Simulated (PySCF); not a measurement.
GeI, SMILES [Ge][I] (connectivity only; charge and spin as stated), charge +1, multiplicity 1. Atoms are numbered in the order given.

```xyz
2

Ge     0.0000     0.0000    -1.5094
I      0.0000     0.0000     0.9113
```
Charge +1, spin multiplicity 1.

The structure is a stationary point at B3LYP-D3(BJ)/def2-TZVP. The multiplicity is an assumed one; other spin states were not compared. The def2 effective core potentials stand for the cores of I; spin–orbit coupling is left out.

Level of theory: PySCF with B3LYP/def2-TZVPD.

The molecule is in vacuum.

```json
{
  "total_energy": "-2374.59618 hartree",
  "point_group": "C∞v",
  "highest_occupied_level": "-13.93 eV",
  "lowest_empty_level": "-9.31 eV",
  "orbital_gap": "4.62 eV",
  "dipole_moment_about_the_centre_of_nuclear_charge": "3.45 D",
  "mean_static_polarisability": "54.6 bohr³ (8.10 Å³)",
  "polarisability_principal_values": "40.8, 40.8, 82.3 bohr³"
}
```
